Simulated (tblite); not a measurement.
C5H9AlN2Se.
Geometry (GFN2-xTB, Å), atoms numbered from 1 in this order:
```xyz
18
C5H9AlN2Se angstrom
N     -5.0004   -0.0474   -0.3607
C     -3.8715   -0.1841   -0.4641
C     -2.4415   -0.3383   -0.5744
C     -1.7250    0.5322    0.4670
C     -0.2241    0.3553    0.3357
Se     0.7347    1.4801    1.6760
C      2.3266    0.9224    1.0996
N      3.3200    0.5145    0.6687
Al     3.7501   -0.7759   -0.7789
H     -2.1933   -1.3931   -0.4261
H     -2.1391   -0.0506   -1.5853
H     -1.9986    1.5797    0.3122
H     -2.0531    0.2423    1.4692
H      0.0832   -0.6756    0.5218
H      0.1403    0.6653   -0.6456
H      4.4540   -1.8785    0.0760
H      4.5645    0.1695   -1.7191
H      2.2644   -1.1115   -1.2505
```

Computed values, GFN2-xTB/tblite, gas phase, harmonic and unscaled. Errors from tens to a few hundred cm⁻¹ against measured bands are possible. Modes of hydrogen on aluminium can be 10 to 20 % off. One conformer, not necessarily the lowest. The optimisation stopped once no atom felt more than 0.01 eV/Å.

Lowest wavenumbers of the output (negative numbers stand for imaginary wavenumbers):
```
mode    cm-1
  1     -67.8
  2     -18.5
  3      35.7
  4      46.6
  5      71.8
  6      75.4
  7      91.7
  8     108.0
  9     230.4
 10     259.5
```

Problem. Is this structure a minimum?

Solution. No. 1 mode is imaginary beyond 20i (68i cm⁻¹), and 1 more slightly so (18.5i).

Problem. Which atoms move in the imaginary modes?

Solution. 68i: H17 (Al–H hydrogen) 34 %, H16 (Al–H hydrogen) 34 %, H18 (Al–H hydrogen) 29 %; 18i: C5 (sp3 carbon bound to selenium) 26 %, N1 (nitrile nitrogen) 21 %, C3 (sp3 carbon next to a nitrile) 12 %. These are shares of the mass-weighted motion.

Problem. What is the remedy?

Solution. Step along such a mode in both directions, optimise again with tighter thresholds and repeat the frequencies. The zero-point energy of this point (74.1 kcal/mol) counts the 46 real modes alone, and thermal corrections from it aren't those of a minimum.
